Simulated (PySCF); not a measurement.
Isomers of C5H5ClNP, mass 144.985 u with the commonest isotopes. Level of theory: CAM-B3LYP/def2-SVPD in PySCF (dipole) on a GFN2-xTB geometry, gas phase. One conformer each, none proved a minimum here; rigid rotors.

**Question.** Order these by rotational constant B, smallest first.
A. `Cc1nc(Cl)ccp1`
B. `CC1=NC=C(Cl)P=C1`
C. `Cc1cnc(Cl)cp1`

**Answer.** C (909.1 MHz), B (951.7 MHz), A (1055 MHz).

**Question.** Order these by dipole moment, smallest first.
A. `c1c(ncc(p1)C)Cl`
B. `Cc1nc(ccp1)Cl`
C. `Cc1cpc(Cl)cn1`

**Answer.** B (1.76 D), C (2.04 D), A (2.94 D).

**Question.** Order these by rotational constant A, largest first.
A. `CC1=PC=CC(Cl)=N1`
B. `Cc1cpc(Cl)cn1`
C. `Cc1cnc(Cl)cp1`

**Answer.** C (3650 MHz), B (3480 MHz), A (2690 MHz).

```
       SMILES  point group  Ia (u·Å²)  Ib (u·Å²)  Ic (u·Å²)      κ  μa (D)  μb (D)  μc (D)
Cc1nc(Cl)ccp1      near Cs     187.90     478.88     663.68  -0.70    1.16    1.33    0.03
Cc1cpc(Cl)cn1           Cs     145.22     531.02     673.12  -0.85    1.78    0.99    0.00
Cc1cnc(Cl)cp1           Cs     138.46     555.90     691.24  -0.88    2.90    0.47    0.00
```
